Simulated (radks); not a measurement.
Fractional charge and spin in the 3p shell of iron: the spin-up occupation runs from 2 to 3 and the spin-down occupation from 2 to 3; the fullest corner is Fe2+, [Ne] 3s2 3d(up 3, down 3) 3p(up 3, down 3). Method: scalar-relativistic Kohn-Sham, PBE, spin-polarised, spherical densities, point nucleus; computed with a radial shooting solver on a logarithmic mesh with Libxc functionals. Energy (eV) minus the two flat planes that join the four corners (they meet along the diagonal where the two added fractions sum to one electron); zero is where a piecewise linear energy would lie.

down \ up,2,2.5,3
2,0.000,-2.610,0.000
2.5,-2.610,0.373,-2.346
3,0.000,-2.346,0.000

Corners above the fullest one (they belong to Fe3+ and the next ion): (up 3, down 2) 87.671 eV, (up 2, down 3) 87.671 eV, (up 2, down 2) 196.70 eV. With half an added electron in each spin the energy lies 0.373 eV from the planes, and with half an added electron in spin up alone -2.610 eV. The planes are only a guide here: the flat-plane condition holds for ground states with one frontier orbital, while this shell lies below other occupied shells, so the corners above the fullest one are inner-hole states and not the ground states of those ions.
